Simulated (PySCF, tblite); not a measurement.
Isomers of C6H7F2O (doublet state), one GFN2-xTB conformer each. Single-point energies are computed at B3LYP/pcH-1 (PySCF, gas phase, no added dispersion term), electronic only. GFN2-xTB treats the open shell by occupation alone, and not every SCF solution was tested for stability.

```
                         SMILES  GFN2-xTB relative energy (kJ/mol)
F[C@@H]1C[C@H](F)[C]2O[C@@H]2C1                                0.0
            FC(F)OC12C[C](C1)C2                              136.3
```

Conformers: `[F:1][C@@H:2]1[CH2:3][C@H:4]([F:5])[C:6]2[O:7][C@@H:8]2[CH2:9]1` (doublet state) with F1–C2–C3–C4 172°, C2–C3–C4–F5 173°, C3–C4–C6–O7 50°, C4–C6–O7–C8 -114°; `[F:1][CH:2]([F:3])[O:4][C:5]12[CH2:6][C:7]([CH2:8]1)[CH2:9]2` (doublet state) with F1–C2–O4–C5 170°, C2–O4–C5–C6 75°.

**Question.** What does B3LYP/pcH-1 give for the same structures?

**Answer.** 
```
                         SMILES  B3LYP/pcH-1 E (Eh)  B3LYP/pcH-1 (kJ/mol)  GFN2-xTB (kJ/mol)  point group
F[C@@H]1C[C@H](F)[C]2O[C@@H]2C1          -507.67623                   0.0                0.0           C1
            FC(F)OC12C[C](C1)C2          -507.62575                 132.5              136.3           C1
```

Both levels put the same isomer lowest. As drawn, the lower has a three-membered ring, which the higher lacks; the higher has a four-membered ring and two fluorines on one carbon, which the lower lacks.

**Question.** What happens when harmonic zero-point energies from GFN2-xTB frequencies are added?

**Answer.** 
| SMILES | ZPE (kJ/mol) | electronic (kJ/mol) | with ZPE (kJ/mol) |
| --- | --- | --- | --- |
| F[C@@H]1C[C@H](F)[C]2O[C@@H]2C1 | 314.6 | 0.0 | 0.0 |
| FC(F)OC12C[C](C1)C2 | 310.7 | 132.5 | 128.6 |

The zero-point energies span 3.9 kJ/mol. The order is unchanged.
